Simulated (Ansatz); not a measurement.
The cluster BeBr₂⁺, relaxed as a doublet with UKS PBE-D4/def2-TZVP in Ansatz, starting from the PBE-D4/def2-TZVP geometry of the neutral singlet. Force threshold 0.02 eV/Å.

The gap within one spin of the relaxed charge 1 doublet nearly closes, so an electron or hole may be smeared out by delocalisation error. The structure comes from a short search, and lower isomers may exist.

Start:

```csv
atom,x (Å),y (Å),z (Å)
Be1,0.000,0.000,0.000
Br2,-1.087,1.263,1.032
Br3,1.087,-1.263,-1.032
```

(1) Estimate the energy that the relaxation releases and the steps that it takes.

(2) Does the start keep its bonding and symmetry?

(3) Predict the relaxed structure.

Results:

(1) 1.8 kJ/mol, in 3 steps; 2.9 s on 4 threads of Arm Neoverse V1 on a shared host. No frequencies were taken in this run, so the end may be a saddle point.

(2) By distances, no bond broke or formed. The bond that changes most is Be1–Br2, from 1.96 to 2.00 Å (atoms count from 1). Point group D∞h at the start, D∞h at the end, both within 0.05 Å.

(3) 
```xyz
3

Be    0.0000    0.0000    0.0000
Br   -1.1073    1.2867    1.0508
Br    1.1073   -1.2867   -1.0509
```
Bond lengths: 2 × Be–Br 2.00 Å.
